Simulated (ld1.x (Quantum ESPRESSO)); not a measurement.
## What one change does to a pseudopotential (selenium, PAW)

ld1.x (Quantum ESPRESSO) 7.5 input, shortened:

```
&input
   title='Se', zed=34., rel=1, dft='PBE', iswitch=3,
   config='[Ar] 3d10 4s2 4p4'
 /
 &inputp
   pseudotype=3, lpaw=.true., tm=.true., lloc=-1, rcloc=1.40,
   nlcc=.false.,
   which_augfun='BESSEL', rmatch_augfun=0.40
 /
6
4S  1  0   2.00   0.00  1.45  1.55  0.0
4S  1  0   0.00  -0.65  1.45  1.55  0.0
3P  2  1   6.00   0.00  0.80  0.85  0.0
4P  3  1   4.00   0.00  0.80  0.85  0.0
3D  3  2  10.00   0.00  0.40  0.50  0.0
3D  3  2   0.00  -1.75  0.40  0.50  0.0
 &test
   configts(1)='3p6 3d10 4s2 4p4'
 /
```

Change: waves 4s (bound): rcut 1.45, rcutus 1.76 bohr; 4s channel at -0.65 Ry: rcut 1.45, rcutus 1.76 bohr.

Cutoffs: the cutoffs (Ry, on a coarse ladder) from which the occupation-weighted sum of valence levels, in a spherical-Bessel basis at the reference potential, stays within 10 and 1 mRy of its value at 400 Ry; they do not see the model core or the augmentation charge, which bear on the density cutoff. Errors are all-electron minus pseudo energies relative to the spin-unpolarised reference configuration.

What does the change do?

The number of tests with a reliable result goes from 7 to 5 (the test run of the changed file stopped, so its transferability is not established); of the 5 tests that both files solve, the error grows in 1 and shrinks in 3 by more than 15 % and 0.3 meV (median size 3.7 → 0.8 meV); neither file shows a bound ghost.

```tsv
quantity	base	changed
bound ghosts	none	none
tests with a reliable result	7 of 7	5 of 7 (the test run stopped)
error for 3p6 3d10 4s2 4p3, meV [ΔE 10.84 eV]	-1.2	-0.8
error for 3p6 3d10 4s2 4p2, meV [ΔE 31.19 eV]	-3.7	-0.7
error for 3p6 3d10 4s2 4p1, meV [ΔE 62.06 eV]	-7.2	+2.8
error for 3p6 3d10 4s0 4p6, meV [ΔE 21.96 eV]	+11	+53
error for 3p6 3d10 4s2 4p3.5, meV [ΔE 4.31 eV]	-0.5	-0.4
lowest overlap eigenvalue by channel	s 0.39, p 0.27, d 1.00	s 0.35, p 0.27, d 1.00
```
